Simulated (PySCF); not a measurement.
# Computed records: C₂H₇AlB, CH₅AlBO, CH₆AlBO, C₂H₆Al and others

Calculation on a computer-drawn molecule: the log of a Hartree-Fock and frozen-core CCSD(T) single point meant for a local Hartree-Fock minimum, with one planted fault or none, to be diagnosed. Offsets are logged minus clean, where the clean run is the same molecule without the fault. The reference is restricted for singlets and unrestricted otherwise, and also for a bond in bohr or an excited solution. Adding or removing an electron swaps singlet and doublet. The excited solution moves the top pair (singlet) or top alpha electron (doublet) to the lowest empty orbital. Highest occupied and lowest empty are orbital energies over both spins, largest force is the largest gradient component, triples share is (T) over the correlation energy, the T1 limit is 0.02 restricted and 0.045 unrestricted, electrons count all cores, a negative frequency is imaginary (commonest isotopes), and the dipole is about the centre of nuclear charge. Program: PySCF 2.14.0.

Common to all runs: meant charge 0; meant basis cc-pV(D+d)Z; logged SCF converged yes; logged CC converged yes; logged SCF stable within its kind yes; possible faults no fault, one electron removed, one electron added, multiplicity raised by two, geometry at a saddle point, SCF held on an excited solution, minimal basis STO-3G, one bond length entered in bohr, all coordinates scaled.

```yaml
- entry: 1
  formula: C2H7AlB
  logged_structure:
    atoms_angstrom:
      - [C, -1.226, 1.1, -1.0245]
      - [B, -0.599, 0.173, 0.0983]
      - [Al, 0.8384, 0.7451, 1.5929]
      - [C, 2.8017, 0.4761, 1.5096]
      - [H, -1.2152, 0.5724, -1.9863]
      - [H, -0.7576, 2.0767, -1.1616]
      - [H, -2.2865, 1.2639, -0.7904]
      - [H, -1.0872, -0.9302, 0.2022]
      - [H, 3.2206, 0.9718, 0.6246]
      - [H, 3.0343, -0.5921, 1.4114]
      - [H, 3.3331, 0.8534, 2.3875]
  given:
    meant_multiplicity: 2
    logged_electrons: 38
    logged_basis_functions: 100
    logged_spin_squared: 0.0
    "logged_highest_occupied [eV]": -0.034413
    "logged_lowest_empty [eV]": 6.5726
    "logged_largest_force [hartree/bohr]": 0.036234
    logged_T1_diagnostic: 0.025965
    logged_D1_diagnostic: 0.11209
    logged_triples_share: 0.032964
    "logged_dipole_magnitude [debye]": 4.2855
    "logged_energy_HF [hartree]": -346.3398
    "logged_energy_CCSD(T) [hartree]": -346.87271
    drawn_bonds_atom: [1, 2, 3, 1, 1, 1, 2, 4, 4, 4]
    drawn_bonds_other_atom: [2, 3, 4, 5, 6, 7, 8, 9, 10, 11]
    drawn_bonds_order: [1, 1, 1, 1, 1, 1, 1, 1, 1, 1]
  results:
    planted_fault: "one electron added"
    "HF_energy_offset_from_clean_run [kcal/mol]": 18.09
    "CCSD(T)_energy_offset_from_clean_run [kcal/mol]": -7.221
  notes: ["T1 above single-reference limit"]
- entry: 2
  formula: C2H7AlB
  logged_structure:
    atoms_angstrom:
      - [C, -1.226, 1.1, -1.0245]
      - [B, -0.599, 0.173, 0.0983]
      - [Al, 0.8384, 0.7451, 1.5929]
      - [C, 2.8017, 0.4761, 1.5096]
      - [H, -1.2152, 0.5724, -1.9863]
      - [H, -0.7576, 2.0767, -1.1616]
      - [H, -2.2865, 1.2639, -0.7904]
      - [H, -1.0872, -0.9302, 0.2022]
      - [H, 3.2206, 0.9718, 0.6246]
      - [H, 3.0343, -0.5921, 1.4114]
      - [H, 3.3331, 0.8534, 2.3875]
  given:
    meant_multiplicity: 2
    logged_electrons: 37
    logged_basis_functions: 100
    logged_spin_squared: 3.7738
    "logged_highest_occupied [eV]": -6.197
    "logged_lowest_empty [eV]": -0.63668
    "logged_largest_force [hartree/bohr]": 0.027743
    logged_T1_diagnostic: 0.020165
    logged_D1_diagnostic: 0.089038
    logged_triples_share: 0.029128
    "logged_dipole_magnitude [debye]": 2.2525
    "logged_energy_HF [hartree]": -346.26093
    "logged_energy_CCSD(T) [hartree]": -346.74096
    drawn_bonds_atom: [1, 2, 3, 1, 1, 1, 2, 4, 4, 4]
    drawn_bonds_other_atom: [2, 3, 4, 5, 6, 7, 8, 9, 10, 11]
    drawn_bonds_order: [1, 1, 1, 1, 1, 1, 1, 1, 1, 1]
  results:
    planted_fault: "multiplicity raised by two"
    "HF_energy_offset_from_clean_run [kcal/mol]": 67.59
    "CCSD(T)_energy_offset_from_clean_run [kcal/mol]": 75.45
- entry: 3
  formula: CH5AlBO
  logged_structure:
    atoms_angstrom:
      - [C, -0.4135, 0.049, -0.2798]
      - [B, 0.8352, 0.1602, -1.2457]
      - [Al, 1.4423, 1.9336, -2.3412]
      - [O, 2.6588, 3.025, -1.8807]
      - [H, -1.1918, -0.5349, -0.79]
      - [H, -0.1451, -0.5334, 0.6099]
      - [H, -0.8591, 0.992, 0.0424]
      - [H, 1.385, -0.8758, -1.5393]
      - [H, 3.2293, 3.038, -1.1303]
  given:
    meant_multiplicity: 2
    logged_electrons: 37
    logged_basis_functions: 90
    logged_spin_squared: 3.7603
    "logged_highest_occupied [eV]": -6.6774
    "logged_lowest_empty [eV]": -1.1949
    "logged_largest_force [hartree/bohr]": 0.031505
    logged_T1_diagnostic: 0.020561
    logged_D1_diagnostic: 0.097354
    logged_triples_share: 0.026315
    "logged_dipole_magnitude [debye]": 0.76454
    "logged_energy_HF [hartree]": -382.14168
    "logged_energy_CCSD(T) [hartree]": -382.64247
    drawn_bonds_atom: [1, 2, 3, 1, 1, 1, 2, 4]
    drawn_bonds_other_atom: [2, 3, 4, 5, 6, 7, 8, 9]
    drawn_bonds_order: [1, 1, 1, 1, 1, 1, 1, 1]
  results:
    planted_fault: "multiplicity raised by two"
    "HF_energy_offset_from_clean_run [kcal/mol]": 71.52
    "CCSD(T)_energy_offset_from_clean_run [kcal/mol]": 79.9
- entry: 4
  formula: CH6AlBO
  logged_structure:
    atoms_angstrom:
      - [C, 0.3996, -0.0386, 1.0898]
      - [B, 0.7411, 0.7071, -0.2643]
      - [O, 1.5668, 1.7845, -0.1653]
      - [Al, -0.0467, 0.0685, -2.2147]
      - [H, 0.8571, 0.4371, 1.9617]
      - [H, -0.6849, -0.0876, 1.2441]
      - [H, 0.7382, -1.0813, 1.0437]
      - [H, 1.7607, 2.2123, -0.9846]
      - [H, -1.0177, -1.1756, -2.3955]
      - [H, 0.351, 0.8667, -3.5375]
  given:
    meant_multiplicity: 1
    logged_electrons: 38
    logged_basis_functions: 95
    logged_spin_squared: 0.0
    "logged_highest_occupied [eV]": -9.5126
    "logged_lowest_empty [eV]": 0.70625
    "logged_largest_force [hartree/bohr]": 2.6154e-05
    "logged_lowest_frequency [cm^-1]": 75.952
    logged_T1_diagnostic: 0.014016
    logged_D1_diagnostic: 0.05163
    logged_triples_share: 0.025506
    "logged_dipole_magnitude [debye]": 0.6237
    "logged_energy_HF [hartree]": -382.86086
    "logged_energy_CCSD(T) [hartree]": -383.40435
    drawn_bonds_atom: [1, 2, 2, 1, 1, 1, 3, 4, 4]
    drawn_bonds_other_atom: [2, 3, 4, 5, 6, 7, 8, 9, 10]
    drawn_bonds_order: [1, 1, 1, 1, 1, 1, 1, 1, 1]
  results:
    planted_fault: "no fault"
    "HF_energy_offset_from_clean_run [kcal/mol]": 0.0
    "CCSD(T)_energy_offset_from_clean_run [kcal/mol]": 0.0
- entry: 5
  formula: CH6AlBO
  logged_structure:
    atoms_angstrom:
      - [C, 0.4172, -0.0403, 1.1377]
      - [B, 0.7737, 0.7382, -0.276]
      - [O, 1.6357, 1.8631, -0.1726]
      - [Al, -0.0487, 0.0716, -2.3121]
      - [H, 0.8948, 0.4563, 2.048]
      - [H, -0.7151, -0.0914, 1.2989]
      - [H, 0.7707, -1.1288, 1.0896]
      - [H, 1.8381, 2.3096, -1.0279]
      - [H, -1.0625, -1.2273, -2.5009]
      - [H, 0.3665, 0.9049, -3.6931]
  given:
    meant_multiplicity: 1
    logged_electrons: 38
    logged_basis_functions: 95
    logged_spin_squared: 0.0
    "logged_highest_occupied [eV]": -9.5117
    "logged_lowest_empty [eV]": 0.59437
    "logged_largest_force [hartree/bohr]": 0.035356
    logged_T1_diagnostic: 0.015261
    logged_D1_diagnostic: 0.057435
    logged_triples_share: 0.026861
    "logged_dipole_magnitude [debye]": 0.60937
    "logged_energy_HF [hartree]": -382.84566
    "logged_energy_CCSD(T) [hartree]": -383.39571
    drawn_bonds_atom: [1, 2, 2, 1, 1, 1, 3, 4, 4]
    drawn_bonds_other_atom: [2, 3, 4, 5, 6, 7, 8, 9, 10]
    drawn_bonds_order: [1, 1, 1, 1, 1, 1, 1, 1, 1]
  results:
    planted_fault: "all coordinates scaled, by +4.4 %"
    "HF_energy_offset_from_clean_run [kcal/mol]": 9.541
    "CCSD(T)_energy_offset_from_clean_run [kcal/mol]": 5.421
- entry: 6
  formula: CH5AlBO
  logged_structure:
    atoms_angstrom:
      - [C, -3.6531, -1.7639, 0.8349]
      - [B, -2.8357, -0.7244, 0.0204]
      - [Al, -1.7631, 0.6143, -1.0974]
      - [O, -1.5001, 0.2436, -2.7336]
      - [H, -4.6028, -1.3797, 1.2178]
      - [H, -3.0931, -2.2261, 1.6527]
      - [H, -3.8965, -2.565, 0.1207]
      - [H, -1.1877, 1.9545, -0.4847]
      - [H, -1.0296, 0.7557, -3.3693]
  given:
    meant_multiplicity: 2
    logged_electrons: 37
    logged_basis_functions: 29
    logged_spin_squared: 0.7657
    "logged_highest_occupied [eV]": -4.9107
    "logged_lowest_empty [eV]": 7.674
    "logged_largest_force [hartree/bohr]": 0.055589
    logged_T1_diagnostic: 0.015932
    logged_D1_diagnostic: 0.065423
    logged_triples_share: 0.020219
    "logged_dipole_magnitude [debye]": 0.90267
    "logged_energy_HF [hartree]": -377.46883
    "logged_energy_CCSD(T) [hartree]": -377.65125
    drawn_bonds_atom: [1, 2, 3, 1, 1, 1, 3, 4]
    drawn_bonds_other_atom: [2, 3, 4, 5, 6, 7, 8, 9]
    drawn_bonds_order: [1, 1, 1, 1, 1, 1, 1, 1]
  results:
    planted_fault: "minimal basis STO-3G"
    "HF_energy_offset_from_clean_run [kcal/mol]": 2997
    "CCSD(T)_energy_offset_from_clean_run [kcal/mol]": 3202
- entry: 7
  formula: C2H6Al
  logged_structure:
    atoms_angstrom:
      - [C, -0.3621, -0.8186, -1.0631]
      - [C, 1.0853, -0.607, -0.59]
      - [Al, 1.911, -2.1004, 0.4313]
      - [H, -0.4474, -1.6889, -1.7196]
      - [H, -1.0397, -0.9868, -0.2216]
      - [H, -0.7396, 0.046, -1.6175]
      - [H, 1.1505, 0.2981, 0.0297]
      - [H, 1.7351, -0.3949, -1.4507]
      - [H, 1.0662, -3.4334, 0.6875]
  given:
    meant_multiplicity: 2
    logged_electrons: 31
    logged_basis_functions: 25
    logged_spin_squared: 0.755
    "logged_highest_occupied [eV]": -4.4236
    "logged_lowest_empty [eV]": 7.6872
    "logged_largest_force [hartree/bohr]": 0.034198
    logged_T1_diagnostic: 0.0073963
    logged_D1_diagnostic: 0.030939
    logged_triples_share: 0.0072493
    "logged_dipole_magnitude [debye]": 2.1108
    "logged_energy_HF [hartree]": -317.25274
    "logged_energy_CCSD(T) [hartree]": -317.42434
    drawn_bonds_atom: [1, 2, 1, 1, 1, 2, 2, 3]
    drawn_bonds_other_atom: [2, 3, 4, 5, 6, 7, 8, 9]
    drawn_bonds_order: [1, 1, 1, 1, 1, 1, 1, 1]
  results:
    planted_fault: "minimal basis STO-3G"
    "HF_energy_offset_from_clean_run [kcal/mol]": 2419
    "CCSD(T)_energy_offset_from_clean_run [kcal/mol]": 2561
- entry: 8
  formula: C2H8Al2
  logged_structure:
    atoms_angstrom:
      - [C, -0.4564, 2.5716, 1.5551]
      - [C, 0.1335, 1.7735, 0.3608]
      - [Al, -0.1144, -0.1674, 0.4953]
      - [Al, 1.9317, 2.3463, -0.1735]
      - [H, -1.5029, 2.3212, 1.7541]
      - [H, -0.4173, 3.6541, 1.3996]
      - [H, 0.0955, 2.367, 2.476]
      - [H, -0.4335, 1.9882, -0.5679]
      - [H, -0.543, -0.8308, 1.8697]
      - [H, 0.1107, -1.0873, -0.7752]
      - [H, 2.5317, 1.8855, -1.5658]
      - [H, 2.7967, 3.2741, 0.7772]
  given:
    meant_multiplicity: 1
    logged_electrons: 46
    logged_basis_functions: 114
    logged_spin_squared: 0.0
    "logged_highest_occupied [eV]": -9.9797
    "logged_lowest_empty [eV]": 0.95205
    "logged_largest_force [hartree/bohr]": 3.5688e-05
    "logged_lowest_frequency [cm^-1]": 63.713
    logged_T1_diagnostic: 0.01068
    logged_D1_diagnostic: 0.025686
    logged_triples_share: 0.027315
    "logged_dipole_magnitude [debye]": 0.98305
    "logged_energy_HF [hartree]": -564.20651
    "logged_energy_CCSD(T) [hartree]": -564.70872
    drawn_bonds_atom: [1, 2, 2, 1, 1, 1, 2, 3, 3, 4, 4]
    drawn_bonds_other_atom: [2, 3, 4, 5, 6, 7, 8, 9, 10, 11, 12]
    drawn_bonds_order: [1, 1, 1, 1, 1, 1, 1, 1, 1, 1, 1]
  results:
    planted_fault: null
```

Q: Which fault was planted in the run of C₂H₈Al₂ (entry 8)?
A: no fault

Further results for C₂H₈Al₂ (entry 8):

```
HF energy offset from clean run      : 0 kcal/mol
CCSD(T) energy offset from clean run : 0 kcal/mol
```
